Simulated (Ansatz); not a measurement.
One change: `NC[SiH3]` becomes `NC[SeH]`.

Ansatz, PBE0-D4/def2-TZVP geometries, multiplicity 1. Each molecule was computed in one conformer, which needn't be the lowest.

Scalar relativity is left out up to krypton.

| property | `NC[SiH3]` |
| --- | --- |
| LUMO energy (PBE/def2-TZVPP) / eV | -0.20 |
| size of the dipole moment (ωB97M-V/def2-TZVPP) / D | 1.62 |
| LUMO energy (ωB97M-V/def2-TZVPP) / eV | 2.10 |
| HOMO–LUMO gap (ωB97M-V/def2-TZVPP) / eV | 11.46 |
| HOMO energy (ωB97M-V/def2-TZVPP) / eV | -9.36 |
| HOMO–LUMO gap (PBE0/def2-TZVPP) / eV | 7.58 |

**Question.** What does the change do to each property? (Best estimate.)

**Answer.** The calculation gave: 
```csv
property,`NC[SeH]`,shift
LUMO energy (PBE/def2-TZVPP) / eV,-0.78,-0.58
size of the dipole moment (ωB97M-V/def2-TZVPP) / D,2.42,0.80
LUMO energy (ωB97M-V/def2-TZVPP) / eV,1.83,-0.27
HOMO–LUMO gap (ωB97M-V/def2-TZVPP) / eV,10.63,-0.83
HOMO energy (ωB97M-V/def2-TZVPP) / eV,-8.80,0.56
HOMO–LUMO gap (PBE0/def2-TZVPP) / eV,6.68,-0.90
```

With PBE0 the HOMO rises by 0.38 eV and the LUMO falls by 0.52 eV, so the gap narrows by about 0.90 eV. PBE moves the HOMO by 0.08 eV and ωB97M-V by 0.56 eV. The zero-point energy changes by -43.9 kJ/mol with -6 modes. Dipoles are sizes alone; their direction can turn.

Spin–orbit coupling is left out; it splits and shifts lone-pair levels of the heavy atoms by tenths of an eV.
